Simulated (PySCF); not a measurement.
## Radial density of Sn (tin, neutral)

UHF, [Kr] 4d10 5s2 5p2, high-spin 3P determinant. Calculation: PySCF 2.14, in cc-pVTZ-PP with ECP28MDF; scalar relativity through the core potential. This is the valence pseudo-density: the core potential removes the inner electrons and smooths the orbitals near the nucleus.

| r (bohr) | 4πr²ρ (e/bohr) | 4πr²(ρα − ρβ) |
| --- | --- | --- |
| 0.00444 | 1.422e-05 | 0.0000 |
| 0.00747 | 3.737e-05 | 0.0000 |
| 0.0126 | 8.810e-05 | 0.0000 |
| 0.0211 | 0.0001749 | 0.0000 |
| 0.0356 | 0.0003134 | 0.0000 |
| 0.0598 | 0.0006107 | 0.0000 |
| 0.101 | 0.002874 | 0.0000 |
| 0.169 | 0.03198 | 0.0000 |
| 0.285 | 0.5499 | 0.0013 |
| 0.479 | 8.040 | 0.0344 |
| 0.805 | 22.97 | 0.0305 |
| 1.35 | 8.659 | 0.0813 |
| 2.28 | 2.251 | 0.7182 |
| 3.83 | 0.6886 | 0.4635 |
| 6.45 | 0.04808 | 0.0427 |
| 10.8 | 0.0002158 | 0.0002 |

Energies and moments cover only the electrons outside the core potential.
